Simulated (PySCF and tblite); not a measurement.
Values are calculated unless marked as measured or tabulated.
System: C7H11N, numbered as in [CH2:1]=[CH:2][CH2:3][C:4]1=[CH:5][CH2:6][N:7]1[CH3:8].

Motion: pyramidal inversion at N7. GFN2-xTB gives an electronic barrier of 3.5 kcal/mol and a reaction energy of 0.2 kcal/mol.

Q: What does PBE0/pcSseg-1 + D3(BJ) give on GFN2-xTB geometries?

A: A barrier of 5.0 kcal/mol, 1.5 above the tight-binding barrier (from unrounded values), a reaction energy of -0.3 kcal/mol and, with GFN2-xTB thermal terms, ΔG‡(298 K) = 4.3 kcal/mol and k = 4.4×10⁹ s⁻¹ (1 equivalent path).

Programs: tblite and PySCF.
